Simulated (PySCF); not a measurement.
C4H5BO, SMILES C#CB1COC1.

The structure is a stationary point at PBE0-D3(BJ)/def2-SVP. The structure was generated by enumeration, and PubChem lists no compound with its InChIKey, so it may never have been made.

Method: PySCF with PBE/def2-TZVP.

Symmetry labels are those of the subgroup C2v that the program uses (full group C2v).

Computed valence orbital energies around the gap with their symmetry:
| orbital | symmetry | energy (eV) |
|---|---|---|
| HOMO−7 | B1 | -11.60 |
| HOMO−6 | B2 | -10.87 |
| HOMO−5 | A2 | -9.68 |
| HOMO−4 | B2 | -8.02 |
| HOMO−3 | B1 | -7.71 |
| HOMO−2 | A1 | -7.12 |
| HOMO−1 | B2 | -6.61 |
| HOMO | B1 | -5.79 |
| LUMO | B1 | -2.99 |
| LUMO+1 | B2 | -0.73 |
| LUMO+2 | A1 | 0.38 |
| LUMO+3 | A1 | 0.75 |
